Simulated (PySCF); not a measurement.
C5H4ClS (doublet state).
Structure used (GFN2-xTB), in Å, numbered top down from 1:
```xyz
11
C5H4ClS angstrom
C     -2.138   -0.265    0.142
C     -0.786   -0.204    0.079
C      0.035    0.902   -0.243
C      1.388    0.623   -0.215
C      1.664   -0.685    0.124
Cl     3.212   -1.384    0.255
S      0.232   -1.616    0.421
H     -2.732    0.606   -0.070
H     -2.650   -1.172    0.400
H     -0.383    1.861   -0.486
H      2.162    1.337   -0.432
```

The hyperfine couplings belong to this conformer and change with its torsions.

As a line formula: `[CH2]c1ccc(Cl)s1` [radical].

Method: UKS B3LYP, pcH-1 on C Cl H S, non-relativistic, mean-field spin-orbit, GIAO (PySCF 2.14.0). Isolated species at its GFN2-xTB geometry, gas phase. A GFN2-xTB geometry isn't a minimum of the functional, and hyperfine couplings can be far from their values at a DFT geometry. The SCF solution wasn't tested for stability. ⟨S²⟩ is 0.781 where a pure state has 0.75.

(1) Match the computed a_iso(13C) values +47.5, +45.2, -41.5, +34.9, -28.6 MHz with the sites C1; C2; C3; C4; C5.

Results:

(1) 
| site | a_iso (MHz) | ρ(0) (bohr⁻³) | position | distance from C1 (Å) | spin population | largest \|T\| (MHz) |
| --- | --- | --- | --- | --- | --- | --- |
| C1 | +47.5 | +0.0424 | largest spin population | 0.00 | +0.60 | 91.1 |
| C2 | -41.5 | -0.0368 | 1 bond from C1 | 1.35 | -0.20 | 23.9 |
| C3 | +34.9 | +0.0311 | a main spin site | 2.50 | +0.39 | 60.6 |
| C4 | -28.6 | -0.0254 | 1 bond from C3 | 3.65 | -0.15 | 17.5 |
| C5 | +45.2 | +0.0399 | 2 bonds from C3 | 3.83 | +0.34 | 67.0 |

ρ(0) is the spin density at the nucleus and T the dipolar tensor; a_iso includes a spin–orbit part. The largest Mulliken spin populations are on C1 (+0.60), C3 (+0.39), C5 (+0.34) and C2 (-0.20). Three atoms exceed +0.15. The angles at C1 add up to 360.0°, so it is planar. Main spin sites, with 60 % or more of the largest population: C1, C3; positions count bonds from the nearest.

The spin density at the nucleus, in bohr⁻³, is negative for C2 (-0.0368), C4 (-0.0254) and H9 (-0.0083), for instance. A restricted open-shell determinant has no negative spin density anywhere; here it arises because α and β orbitals differ (spin polarisation).

H8 and H9 aren't averaged: C1 is flat or nearly so (angle sum 360°), and its turn about the short C1–C2 bond (1.35 Å) is taken as slow.
